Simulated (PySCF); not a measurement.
# Polarisability and C₆ of Cs (caesium, neutral)

[Xe] 6s1, 2S determinant. Computed with PySCF 2.14 in aug-cc-pVQZ-X2C, with scalar relativity by spin-free X2C-1e. Coupled (time-dependent) response in atomic units; α is the mean over directions.

| method | mean α (bohr³) | C₆ (like pair) | S(−4) |
| --- | --- | --- | --- |
| PBE0 | 519.7 | 9918 | 238900 |

S(−4) is the Cauchy moment in α(ω) = α(0) + S(−4) ω² + …

Reference α: 400.9 ± 0.7 bohr³ (recommended; Schwerdtfeger and Nagle, table of static dipole polarizabilities (2023 update)). Published C₆: 6660 (Gould and Bucko (2016)).

α(iu) at PBE0:

| u (hartree) | α(iu) (bohr³) |
| --- | --- |
| 0 | 519.7 |
| 0.0500 | 246.5 |
| 0.100 | 103.5 |
| 0.200 | 39.92 |
| 0.300 | 24.82 |
| 0.500 | 14.56 |
| 0.750 | 9.271 |
| 1.00 | 6.443 |
| 1.50 | 3.621 |
| 2.00 | 2.332 |
| 3.00 | 1.227 |
| 5.00 | 0.5280 |

A single London oscillator, α(iu) = α/(1 + u²/ω²), gives C₆ = (3/4) ω α². Matching the computed C₆ needs ω = 4 × 9918 / (3 × 519.7²) = 0.0490 hartree.

Spin-orbit coupling, which splits the p, d and f shells strongly at this Z, is absent.
